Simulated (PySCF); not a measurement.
C5H4O2, SMILES C=C=C1OC=CO1. Geometry: TPSSh-D3(BJ)/def2-SVP. The structure was generated by enumeration, and PubChem lists no compound with its InChIKey, so it may never have been made.

**Question.** Give the equilibrium geometry at TPSSh-D3(BJ)/def2-SVP (PySCF confirms it by a frequency run) as bond lengths and angles, and its point group. (An estimate is asked for; the answer gives what the named calculation found.)

**Answer.** point group C2v.
Atoms: C1 C2 C3 O4 C5 C6 O7 H8 H9 H10 H11. Bonded distances (Å): C1–C2 1.311, C1–H8 1.100, C1–H9 1.100, C2–C3 1.317, C3–O4 1.383, C3–O7 1.383, O4–C5 1.381, C5–C6 1.336, C5–H10 1.084, C6–O7 1.381, C6–H11 1.084. Angles (°): C2–C1–H8 122.2, C2–C1–H9 122.2, H8–C1–H9 115.7, C1–C2–C3 180.0, C2–C3–O4 125.4, C2–C3–O7 125.4, O4–C3–O7 109.1, C3–O4–C5 106.1, O4–C5–C6 109.4, O4–C5–H10 117.0, C6–C5–H10 133.6, C5–C6–O7 109.4, C5–C6–H11 133.6, O7–C6–H11 117.0, C3–O7–C6 106.1.
Charge 0, spin multiplicity 1.
